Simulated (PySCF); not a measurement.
Isomers of C9H14Si.

All values: PBE0/pcSseg-1 (PySCF) at GFN2-xTB geometries, gas phase, one conformer each.

**Question.** Rank by LUMO energy, highest first.
A. `C[Si](C)(C)c1ccccc1`
B. `[CH2:1]=[CH:2][C@@:3]1([CH3:4])[CH2:5][CH2:6][Si@H:7]1[C:8]#[C:9][CH3:10]` with C1–C2–C3–C4 14°, C2–C3–C5–C6 129°, C3–C5–C6–Si7 -12°, C5–C6–Si7–C8 -101°, C2–C3–Si7–C6 -125°
C. `[CH:1]1=[CH:2][SiH2:3][C:4]([CH:5]2[CH2:6][CH2:7][CH2:8][CH2:9]2)=[CH:10]1` with Si3–C4–C5–C6 -51°, C1–C2–Si3–C4 0°, C2–Si3–C4–C5 -179°, C4–C5–C6–C7 -157°, C5–C6–C7–C8 7°
D. `[CH3:1][CH2:2][CH2:3][C:4]#[C:5][C:6]1=[CH:7][SiH2:8][C@H:9]1[CH3:10]` with C1–C2–C3–C4 -64°
E. `[CH3:1][CH2:2][C:3]1=[CH:4][SiH2:5][CH:6]=[C:7]1[CH:8]1[CH2:9][CH2:10]1` with C1–C2–C3–C4 -5°, C6–C7–C8–C9 95°
F. `[CH2:1]=[C:2]([CH3:3])[C@@H:4]1[CH2:5][SiH2:6][C@H:7]1[C:8]#[C:9][CH3:10]` with C1–C2–C4–C5 48°, C2–C4–C5–Si6 -130°, C4–C5–Si6–C7 7°, C5–Si6–C7–C8 -125°, C2–C4–C7–Si6 132°

**Answer.** F (-0.07 eV), B (-0.19 eV), A (-0.38 eV), D (-0.89 eV), E (-1.15 eV), C (-1.29 eV).

**Question.** Rank by the lowest IAO charge on any atom, lowest value first.
A. `[CH3:1][CH2:2][CH2:3][C:4]#[C:5][C:6]1=[CH:7][SiH2:8][C@H:9]1[CH3:10]` with C1–C2–C3–C4 -64°
B. `C[Si](C)(C)c1ccccc1`
C. `[CH3:1][CH2:2][C:3]1=[CH:4][SiH2:5][CH:6]=[C:7]1[CH:8]1[CH2:9][CH2:10]1` with C1–C2–C3–C4 -5°, C6–C7–C8–C9 95°
D. `[CH:1]1=[CH:2][SiH2:3][C:4]([CH:5]2[CH2:6][CH2:7][CH2:8][CH2:9]2)=[CH:10]1` with Si3–C4–C5–C6 -51°, C1–C2–Si3–C4 0°, C2–Si3–C4–C5 -179°, C4–C5–C6–C7 -157°, C5–C6–C7–C8 7°
E. `[CH2:1]=[C:2]([CH3:3])[C@@H:4]1[CH2:5][SiH2:6][C@H:7]1[C:8]#[C:9][CH3:10]` with C1–C2–C4–C5 48°, C2–C4–C5–Si6 -130°, C4–C5–Si6–C7 7°, C5–Si6–C7–C8 -125°, C2–C4–C7–Si6 132°

**Answer.** B (-0.721 e), E (-0.541 e), C (-0.464 e), D (-0.445 e), A (-0.426 e).

**Question.** Rank by the highest Hirshfeld charge on any atom, highest value first.
A. `[CH3:1][CH2:2][c:3]1[cH:4][cH:5][cH:6][c:7]([CH2:8][SiH3:9])[cH:10]1` with C1–C2–C3–C4 87°, C6–C7–C8–Si9 -87°
B. `[CH3:1][CH2:2][CH2:3][C:4]#[C:5][C:6]1=[CH:7][SiH2:8][C@H:9]1[CH3:10]` with C1–C2–C3–C4 -64°
C. `[CH3:1][C:2]#[C:3][C:4]#[C:5][CH2:6][CH2:7][SiH:8]([CH3:9])[CH3:10]` with C5–C6–C7–Si8 178°, C6–C7–Si8–C9 -176°
D. `C[Si](C)(C)c1ccccc1`
E. `[CH2:1]=[C:2]([CH3:3])[C@@H:4]1[CH2:5][SiH2:6][C@H:7]1[C:8]#[C:9][CH3:10]` with C1–C2–C4–C5 48°, C2–C4–C5–Si6 -130°, C4–C5–Si6–C7 7°, C5–Si6–C7–C8 -125°, C2–C4–C7–Si6 132°

**Answer.** D (+0.409 e), C (+0.383 e), E (+0.356 e), B (+0.335 e), A (+0.315 e).

All values together:

```
                          SMILES  μ (D)  HOMO (eV)  LUMO (eV)  lowest IAO charge (e)  highest IAO charge (e)  lowest Hirshfeld charge (e)  highest Hirshfeld charge (e)
         CCCC#CC1=C[SiH2][C@H]1C   1.24      -6.73      -0.89             -0.426 (C)             +0.729 (Si)                   -0.146 (C)                   +0.335 (Si)
           CCC1=C[SiH2]C=C1C1CC1   1.16      -6.34      -1.15             -0.464 (C)             +0.750 (Si)                   -0.162 (C)                   +0.323 (Si)
             CCc1cccc(C[SiH3])c1   0.36      -6.70      -0.11             -0.534 (C)             +0.615 (Si)                   -0.154 (C)                   +0.315 (Si)
              CC#CC#CCC[SiH](C)C   0.61      -6.66      -0.06             -0.720 (C)             +0.923 (Si)                   -0.215 (C)                   +0.383 (Si)
             C[Si](C)(C)c1ccccc1   0.08      -7.20      -0.38             -0.721 (C)             +1.065 (Si)                   -0.218 (C)                   +0.409 (Si)
       C=C[C@@]1(C)CC[Si@H]1C#CC   1.48      -6.57      -0.19             -0.546 (C)             +0.891 (Si)                   -0.184 (C)                   +0.378 (Si)
         C1=C[SiH2]C(C2CCCC2)=C1   0.60      -6.35      -1.29             -0.445 (C)             +0.724 (Si)                   -0.156 (C)                   +0.326 (Si)
C=C(C)C1=C[SiH2][C@H]2C[C@@H]1C2   0.70      -6.64      -0.86             -0.466 (C)             +0.746 (Si)                   -0.156 (C)                   +0.327 (Si)
  C=C(C)[C@@H]1C[SiH2][C@H]1C#CC   0.59      -6.47      -0.07             -0.541 (C)             +0.752 (Si)                   -0.164 (C)                   +0.356 (Si)
```

Conformers: `[CH3:1][CH2:2][CH2:3][C:4]#[C:5][C:6]1=[CH:7][SiH2:8][C@H:9]1[CH3:10]` with C1–C2–C3–C4 -64°; `[CH3:1][CH2:2][C:3]1=[CH:4][SiH2:5][CH:6]=[C:7]1[CH:8]1[CH2:9][CH2:10]1` with C1–C2–C3–C4 -5°, C6–C7–C8–C9 95°; `[CH3:1][CH2:2][c:3]1[cH:4][cH:5][cH:6][c:7]([CH2:8][SiH3:9])[cH:10]1` with C1–C2–C3–C4 87°, C6–C7–C8–Si9 -87°; `[CH3:1][C:2]#[C:3][C:4]#[C:5][CH2:6][CH2:7][SiH:8]([CH3:9])[CH3:10]` with C5–C6–C7–Si8 178°, C6–C7–Si8–C9 -176°; `[CH2:1]=[CH:2][C@@:3]1([CH3:4])[CH2:5][CH2:6][Si@H:7]1[C:8]#[C:9][CH3:10]` with C1–C2–C3–C4 14°, C2–C3–C5–C6 129°, C3–C5–C6–Si7 -12°, C5–C6–Si7–C8 -101°, C2–C3–Si7–C6 -125°; `[CH:1]1=[CH:2][SiH2:3][C:4]([CH:5]2[CH2:6][CH2:7][CH2:8][CH2:9]2)=[CH:10]1` with Si3–C4–C5–C6 -51°, C1–C2–Si3–C4 0°, C2–Si3–C4–C5 -179°, C4–C5–C6–C7 -157°, C5–C6–C7–C8 7°; `[CH2:1]=[C:2]([CH3:3])[C:4]1=[CH:5][SiH2:6][C@H:7]2[CH2:8][C@@H:9]1[CH2:10]2` with C1–C2–C4–C5 141°; `[CH2:1]=[C:2]([CH3:3])[C@@H:4]1[CH2:5][SiH2:6][C@H:7]1[C:8]#[C:9][CH3:10]` with C1–C2–C4–C5 48°, C2–C4–C5–Si6 -130°, C4–C5–Si6–C7 7°, C5–Si6–C7–C8 -125°, C2–C4–C7–Si6 132°.
